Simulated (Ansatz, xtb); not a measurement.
C4H9BF2O: which of two structures lies lower

We compare X, a singlet given by its coordinates, with Y, `CC[C@H](O)CB(F)F`, a singlet. Both are isolated molecules in the gas phase, relaxed with PBE-D3(BJ)/def2-SVP; the shapes shown needn't be the lowest conformers.

X (Å):

```xyz
17

C     0.0730    2.7296    0.6752
C     0.0980    1.3350    0.0504
C    -1.2434    0.9662   -0.5901
C     0.3990    0.1804    1.0239
B     0.0642   -1.1881    0.2693
F    -0.6043   -2.1868    0.8952
F     0.9316   -1.6138   -0.7136
O    -1.2352   -0.4526   -0.8937
H    -0.6813    2.7853    1.4884
H    -0.1700    3.5166   -0.0694
H     1.0577    2.9793    1.1174
H     0.8689    1.3216   -0.7551
H    -2.0722    1.1050    0.1346
H    -1.4833    1.5460   -1.5055
H    -0.7485   -0.5973   -1.7309
H     1.4578    0.2043    1.3542
H    -0.2307    0.2851    1.9346
```

Close contacts (Å): C1–C2 1.53, C2–C3 1.53, C2–C4 1.54, C3–O8 1.45, C4–B5 1.60, B5–F6 1.35, B5–F7 1.38, B5–O8 1.89, C1–H9 1.11, C1–H10 1.11, C1–H11 1.11, C2–H12 1.11, C3–H13 1.11, C3–H14 1.11, C4–H16 1.11, C4–H17 1.11, O8–H15 0.98.

Y (Å):

```csv
atom,x (Å),y (Å),z (Å)
C,-1.6500,0.9688,-0.6256
C,-0.2681,1.2203,-0.0230
C,0.4662,-0.0456,0.4250
C,0.7802,-1.0456,-0.7060
B,1.8773,-2.0086,-0.1158
F,3.1427,-2.0000,-0.5443
F,1.5771,-2.9032,0.8285
O,1.6863,0.2761,1.1122
H,-2.1537,1.9201,-0.8879
H,-1.5908,0.3593,-1.5504
H,-2.3075,0.4300,0.0882
H,-0.3464,1.8880,0.8612
H,0.3752,1.7534,-0.7616
H,-0.1486,-0.5646,1.1926
H,2.2338,0.7957,0.4913
H,1.1674,-0.5057,-1.5970
H,-0.1287,-1.6015,-1.0176
```

Task: Estimate E(Y) − E(X) at the level CCSD(T)/def2-SVP + ΔMP2/def2-TZVPP.

Result: Calculated at CCSD(T)/def2-SVP + ΔMP2/def2-TZVPP: E(Y) − E(X) = +2.8 kcal/mol, so structure X lies lower.

How the difference moves with the method:

```csv
level,geometry,E(Y) − E(X) (kcal/mol),departure from the last row (kcal/mol),"job, with rough time for the two"
PBE-D3(BJ)/def2-SVP,PBE-D3(BJ)/def2-SVP,+5.1,+2.3,"optimisation, 42 s"
HF/def2-SVP,PBE-D3(BJ)/def2-SVP,+0.9,−1.9,part of the CCSD(T) run
MP2/def2-SVP,PBE-D3(BJ)/def2-SVP,+4.3,+1.5,part of the CCSD(T) run
CCSD(T)/def2-SVP,PBE-D3(BJ)/def2-SVP,+3.9,+1.1,single point
CCSD(T)/def2-SVP + ΔMP2/def2-TZVPP,PBE-D3(BJ)/def2-SVP,+2.8,,"single point, 2.7 min"
```

None of the levels shown reverses the order. The largest departure from CCSD(T)/def2-SVP + ΔMP2/def2-TZVPP is that of PBE-D3(BJ)/def2-SVP, 2.3 kcal/mol. Levels run at GFN2-xTB geometries aren't shown. The last row adds to CCSD(T) the change of the MP2 difference between the two basis sets, here −1.1 kcal/mol.

With thermal terms from frequencies at re-optimised GFN2-xTB minima (ideal gas, soft modes damped towards free rotors, one conformer each, 298.15 K, 1 atm): the zero-point term adds −0.8 kcal/mol; ΔH is +2.7 and ΔG +0.5 kcal/mol.

The correlated steps freeze 8 core orbitals. Mirror images aren't counted in ΔG. Programs: Ansatz 0.2.0, xtb 6.7.1; the last row on 4 threads of Arm Neoverse V1 on a shared host.
